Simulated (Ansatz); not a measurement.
Consider the formal exchange of groups at the Si–Cl bond: `ClC[SiH2]Cl` + CH₃OH → `OC[SiH2]CCl` + HCl.

Program: Ansatz. Geometries: PBE0-D4/def2-TZVP. ΔE: electronic, gas phase. CCSD(T)/CBS is the MP2 limit (def2-TZVPP, def2-QZVPP) plus CCSD(T) − MP2 in def2-TZVPP, frozen cores. This one scheme is used for every species. Functionals use def2-TZVPP. One conformer a species, not always the lowest.

`ClC[SiH2]Cl`:

Cartesian coordinates in Å:
```
Cl 1.894 0.268 1.187
C 0.179 -0.167 0.946
Si -0.195 0.143 -0.864
Cl -2.165 -0.339 -1.215
H -0.425 0.453 1.609
H 0.051 -1.212 1.226
H 0.002 1.574 -1.181
H 0.658 -0.720 -1.709
```

CH₃OH:

```xyz
6

C     0.294    0.075    0.186
O    -1.069   -0.211   -0.023
H     0.433    0.207    1.259
H     0.609    1.000   -0.314
H     0.948   -0.742   -0.144
H    -1.215   -0.329   -0.964
```

`OC[SiH2]CCl`:

Z-matrix (Å, degrees):
```
C
Si 1 1.890
O 1 1.416 2 114.4
H 1 1.094 2 108.1 3 -118.7
H 1 1.102 2 109.6 3 126.4
C 2 1.890 1 110.4 3 -72.1
H 2 1.484 1 110.9 3 48.3
H 2 1.491 1 110.1 3 170.4
H 3 0.962 1 108.4 2 52.0
Cl 6 1.795 2 110.4 1 53.7
H 6 1.090 2 112.5 1 172.9
H 6 1.091 2 111.7 1 -65.0
```

HCl:

Cartesian coordinates in Å:
```
Cl -0.307 0.520 -0.210
H 0.307 -0.520 0.210
```

```
             level  ΔE (kcal/mol)
         revPBE-D4           24.8
            B97M-V           27.6
              PBE0           27.4
           r2SCANh           27.8
         CAM-B3LYP           27.7
           LC-ωPBE           27.4
SCS-MP2/def2-QZVPP           28.9
    CCSD/CBS(def2)           28.0
```

What does CCSD(T)/CBS give? (Estimate.)

Ansatz gave: +27.3 kcal/mol. The listed levels differ from it by -2.5, 0.3, 0.1, 0.5, 0.4, 0.1, 1.6, 0.7 kcal/mol.

Largest T1 diagnostic among the species: 0.010.

The D4 term adds −1.5 kcal/mol with B3LYP and −0.9 kcal/mol with PBE0; it sums over pairs of atoms, weighted by their polarisabilities, and B3LYP, whose exchange is more repulsive, gets the larger term. From r2SCAN to r2SCAN0 (25 % exact exchange), in def2-TZVPP and without D4, ΔE moves by +0.8 kcal/mol. In def2-TZVPP, CCSD(T) changes the Hartree–Fock value by −5.9 kcal/mol (the triples alone add −0.7 kcal/mol) and MP2 by −4.4 kcal/mol.

B3LYP here is the variant with VWN-RPA as its local correlation; programs differ in this.
